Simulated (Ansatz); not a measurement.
A nudged elastic band was laid between two geometries of CH5Ga + H2 (9 atoms, charge 0, multiplicity 1).

Computed with RKS PBE/def2-SVP in Ansatz 0.2.0.

```
movable images  : 7
climbing image  : yes
spring          : 5.0 eV/Å²
optimiser       : quadratic models (default)
start path      : through a guess of the saddle point
force threshold : 0.05 eV/Å
iteration limit : 10
end points      : relaxed
```

First end point:

```xyz
9
Properties=species:S:1:pos:R:3
Ga -0.008 -0.001 0.360
C 0.033 0.316 2.321
H -0.917 0.033 2.816
H 0.876 -0.205 2.816
H 0.178 1.406 2.485
H 1.345 -0.196 -0.445
H -1.371 0.118 -0.442
H -0.298 -2.353 0.171
H -0.269 -2.277 0.942
```

Last end point:

```xyz
9
Properties=species:S:1:pos:R:3
Ga -0.080 -0.601 -0.405
C -0.022 -0.142 2.555
H -0.952 0.061 3.116
H 0.831 -0.269 3.246
H 0.189 0.714 1.885
H 1.347 0.060 -0.572
H -1.384 0.287 -0.505
H -0.207 -2.175 -0.290
H -0.153 -1.094 1.996
```

(1) Which bonds break or form, and what moves?

(2) Give the energies along the band, and the barrier.

(3) What is the geometry of the highest image?

Results:

(1) Bonds broken: Ga1–C2, H8–H9. Bonds formed: Ga1–H8, C2–H9. CH5Ga + H2 becomes CH4 + GaH3.

(2) The run converged. The highest image is number 4 of 0 to 8, 24.2 kcal/mol above the first end and 33.7 kcal/mol above the last; the last end lies 9.5 kcal/mol below the first. Another band between the same ends (7 images) ends at a top of the same energy, where a vibrational analysis finds 1 clearly imaginary mode. The orbitals stay closed-shell, which can raise the energy where a bond breaks towards radicals; this wasn't checked here.

| image | path coordinate (Å) | energy (kcal/mol) | Ga1–C2 (Å) | H8–H9 (Å) | Ga1–H8 (Å) |
| --- | --- | --- | --- | --- | --- |
| 0 | 0.00 | 0.0 | 1.99 | 0.77 | 2.38 |
| 1 | 0.41 | 0.5 | 1.99 | 0.78 | 2.32 |
| 2 | 0.81 | 3.2 | 2.00 | 0.78 | 2.17 |
| 3 | 1.22 | 12.7 | 2.07 | 0.84 | 1.96 |
| 4 | 1.62 | 24.2 | 2.22 | 1.08 | 1.77 |
| 5 | 2.04 | 8.6 | 2.41 | 1.48 | 1.65 |
| 6 | 2.45 | -5.0 | 2.67 | 1.84 | 1.59 |
| 7 | 2.87 | -8.9 | 2.86 | 2.20 | 1.58 |
| 8 | 3.28 | -9.5 | 3.00 | 2.53 | 1.58 |

(3) 
```xyz
9
Properties=species:S:1:pos:R:3
Ga -0.046 -0.270 0.034
C -0.020 -0.048 2.240
H -0.988 -0.186 2.760
H 0.797 -0.505 2.834
H 0.188 1.041 2.199
H 1.417 -0.099 -0.480
H -1.461 0.162 -0.459
H -0.193 -1.961 0.523
H -0.124 -1.293 1.374
```

Time of the run: 120 s on 1 thread of Arm Neoverse V1 (shared host), peak memory 0.094 GiB.
